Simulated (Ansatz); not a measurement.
H2ISi (SMILES [SiH2]I) moved off its minimum; all values from Ansatz (a quantum-chemistry and plane-wave program), cores frozen in correlated methods. Open shells are unrestricted. Elements past Kr take the def2 small-core potentials, without spin–orbit coupling.
(charge 0, multiplicity 2)
```xyz
4

Si    -1.8320    -0.0101     0.4214
I      0.6204     0.0406    -0.1012
H     -2.4225     1.2894    -0.1580
H     -2.4885    -1.2424    -0.1244
```

Give the forces (eV/Å), the total energy and the dipole at CCSD(T)/def2-TZVPPD.


| atom | Fx | Fy | Fz |
|---|---|---|---|
| Si1 | 0.209 | 0.677 | -0.423 |
| I2 | -0.641 | -0.097 | 0.112 |
| H3 | 0.257 | -0.852 | 0.305 |
| H4 | 0.175 | 0.272 | 0.005 |
Energy -587.0525 hartree, dipole 1.07 D.
